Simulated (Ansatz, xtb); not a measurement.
# C2H6GeOSi: which of two isomers lies lower

Structure a is `C#C[Si@@H](O)[GeH3]`, a singlet and structure b is `C#[C][GeH2][SiH2]O`, a singlet. Both are isolated molecules in the gas phase, relaxed with r2SCAN-D4/def2-SVP; the shapes shown needn't be the lowest conformers.

a (Å):

```yaml
atoms:
  - { symbol: C, position_ang: [-2.5364, -2.8741, 0.3327] }
  - { symbol: C, position_ang: [-1.8224, -1.9062, 0.5449] }
  - { symbol: Ge, position_ang: [0.7641, -1.1838, 2.6809] }
  - { symbol: O, position_ang: [-1.6195, 0.7838, 1.3466] }
  - { symbol: Si, position_ang: [-0.6812, -0.5263, 0.9054] }
  - { symbol: H, position_ang: [-3.1735, -3.7200, 0.1421] }
  - { symbol: H, position_ang: [0.1207, -0.2421, -0.3251] }
  - { symbol: H, position_ang: [-1.1407, 1.5594, 1.6624] }
  - { symbol: H, position_ang: [1.6664, -2.3581, 2.2691] }
  - { symbol: H, position_ang: [1.6764, -0.0128, 3.0958] }
  - { symbol: H, position_ang: [-0.0502, -1.6016, 3.9153] }
```

b (Å):

```xyz
11

C     0.0549    1.6538   -0.3180
C     0.8840    1.1616    0.4337
Ge    2.0006    0.3692    1.7694
O    -0.8140    1.0434    3.2628
Si    0.3441   -0.1485    3.4128
H    -0.6420    2.0909   -1.0118
H     2.7376   -0.8168    1.1310
H     3.0262    1.4306    2.1939
H     0.8630   -0.1050    4.8068
H    -0.1868   -1.5199    3.1356
H    -0.9352    1.3624    2.3561
```

Q: Estimate which is lower in electronic energy at CCSD(T)/def2-SVP + ΔMP2/def2-TZVPP, and by roughly how much.

A: The CCSD(T)/def2-SVP + ΔMP2/def2-TZVPP calculation puts structure a lower, by 0.167 eV.

The same difference at several levels:

| level | geometry | E(b) − E(a) (eV) | departure from the last row (eV) | job, with rough time for the two |
| --- | --- | --- | --- | --- |
| r2SCAN-D4/def2-SVP | r2SCAN-D4/def2-SVP | +0.220 | +0.053 | optimisation, 72 s |
| HF/def2-SVP | r2SCAN-D4/def2-SVP | +0.218 | +0.051 | part of the CCSD(T) run |
| MP2/def2-SVP | r2SCAN-D4/def2-SVP | +0.187 | +0.020 | part of the CCSD(T) run |
| CCSD(T)/def2-SVP | r2SCAN-D4/def2-SVP | +0.189 | +0.021 | single point |
| CCSD(T)/def2-SVP + ΔMP2/def2-TZVPP | r2SCAN-D4/def2-SVP | +0.167 |  | single point, 55 s |

As drawn, b has 1 C–Ge, 1 Si–H in place of 1 C–Si, 1 Ge–H.

The levels shown agree on the order. The largest departure from CCSD(T)/def2-SVP + ΔMP2/def2-TZVPP is that of r2SCAN-D4/def2-SVP, 0.053 eV. Levels run at GFN2-xTB geometries aren't shown. The last row adds to CCSD(T) the change of the MP2 difference between the two basis sets, here −0.021 eV.

With thermal terms from frequencies at re-optimised GFN2-xTB minima (ideal gas, soft modes damped towards free rotors, one conformer each, 298.15 K, 1 atm): on the last row, ΔE + ΔZPE = +0.181, ΔH = +0.172, ΔG = +0.199 eV.

The correlated steps freeze 17 core orbitals; the filled d shell of Ge is correlated, in a basis made for valence electrons. Mirror images aren't counted in ΔG. Run with Ansatz 0.2.0, xtb 6.7.1; the last row on 2 threads of Intel(R) Xeon(R) Platinum 8488C (Sapphire Rapids) on a shared host.
